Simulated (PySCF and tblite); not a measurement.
Values are calculated unless marked as measured or tabulated.
4,4,4‐trifluorobutan‐2‐one, C₄H₅F₃O, numbered as in [CH3:1][C:2](=[O:3])[CH2:4][C:5]([F:6])([F:7])[F:8]. Free energies: PBE0-D3(BJ)/pcSseg-1 on GFN2-xTB structures plus GFN2-xTB thermal terms, symmetry and mirror images included. Conformers within 3 kcal/mol (GFN2-xTB free energy) were kept, 4 at most. GIAO shieldings: PBE0/pcSseg-1. Shifts are against TMS (¹H), TMS (¹³C), CFCl3 (¹⁹F) at the same level. Codes: tblite and PySCF.

Torsions listed: O3–C2–C4–C5. Of a mirror pair one member is shown.

```json
{"conformer": "1", "shape": "-138°", "point group": "C1", "mirror pair": "yes", "ΔE(DFT)": "0.00", "Δ(G−E) at 373.15 K": "0.00", "δ H1 (ppm)": "2.43"}
{"conformer": "2", "shape": "-16°", "point group": "C1", "mirror pair": "yes", "ΔE(DFT)": "0.86", "Δ(G−E) at 373.15 K": "-0.55", "δ H1 (ppm)": "2.17"}
```

Energies in kcal/mol; the thermal term leaves out symmetry numbers and mirror images.

Question: Work out the weights at 373.15 K and the ¹H shift of H1 under fast exchange.

Answer: RT = 0.742 kcal/mol. Each conformer gets RT ln(σ/g), with σ the rotational symmetry number and g = 2 for a mirror pair: 1: σ = 1, g = 2, G = 0.00 + 0.00 − 0.51 = -0.51, 0.00 above the lowest, exp(−ΔG/RT) = 1.000; 2: σ = 1, g = 2, G = 0.86 − 0.55 − 0.51 = -0.21, 0.30 above the lowest, exp(−ΔG/RT) = 0.665. The sum is 1.665, so the weights are 60.0, 40.0 %. The averaged shift is 2.32 ppm. At 298.15 K it is 2.34 ppm. At 298.15 K the leading conformer alone gives 2.43 ppm and bare DFT energies give 2.38 ppm.


Conformer gaps in pcSseg-1 on xTB geometries can be 2 kcal/mol off for S=O, P=O and other polar bonds.